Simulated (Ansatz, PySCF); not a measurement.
Breaking a bond: LiBr, singlet.

- RMP2/6-31G* = restricted MP2 (frozen core)/6-31G*, spherical d in PySCF
- RKS-B3LYP/6-31G* = restricted B3LYP/6-31G*, spherical d in PySCF 2.14.0
- RKS-PBE = restricted PBE/aug-cc-pVQZ run with Ansatz (a quantum-chemistry and plane-wave program)
- RMP2 = MP2 on RHF/aug-cc-pVQZ, cores with 3d frozen (Ansatz)

Energies are in kJ/mol, each relative to the lowest point of its own curve near equilibrium.

| R / Å | RMP2/6-31G* | RKS-B3LYP/6-31G* | RKS-PBE | RMP2 |
|---|---|---|---|---|
| 1.75 | 137.2 | 129.8 | 117.6 | 132.0 |
| 1.84 | 78.1 | 72.6 | 64.4 | 74.2 |
| 1.96 | 30.6 | 27.2 | 22.7 | 27.9 |
| 2.07 | 8.5 | 6.8 | 4.9 | 7.1 |
| 2.11 | 4.2 | 3.0 | 1.9 | 3.2 |
| 2.17 | 0.7 | 0.2 | 0.0 | 0.3 |
| 2.22 | 0.0 | 0.0 | 0.5 | 0.0 |
| 2.28 | 1.4 | 1.9 | 3.0 | 1.8 |
| 2.40 | 9.9 | 10.8 | 13.0 | 10.7 |
| 2.47 | 17.5 | 18.4 | 20.9 | 18.3 |
| 2.67 | 45.3 | 45.4 | 48.4 | 45.2 |
| 2.95 | 90.9 | 88.9 | 91.4 | 88.4 |
| 3.23 | 136.5 | 131.8 | 133.1 | 131.1 |
| 3.62 | 193.9 | 185.1 | 184.1 | 184.5 |
| 3.92 | 232.0 | 219.8 | 216.7 | 220.0 |
| 4.34 | 277.1 | 259.1 | 253.0 | 261.9 |
| 4.74 | 312.2 | 287.8 | 278.9 | 294.8 |
| 5.33 | 353.7 | 317.9 | 305.4 | 333.4 |
| 5.75 | 377.5 | 333.2 | 318.3 | 355.3 |
| 6.55 | 412.9 | 353.0 | 334.6 | 388.3 |
| 7.47 | 441.0 | 367.0 | 345.7 | 416.3 |
| 8.73 | 461.7 | 378.6 | 354.4 | 444.2 |

At the longest distance, 8.73 Å, RMP2/6-31G* lies highest above its minimum (461.7 kJ/mol) and RKS-PBE lowest (354.4 kJ/mol).

The restricted form behind RMP2/6-31G*, RKS-B3LYP/6-31G*, RKS-PBE, RMP2 keeps the bonding electrons paired and can't separate into open-shell fragments.
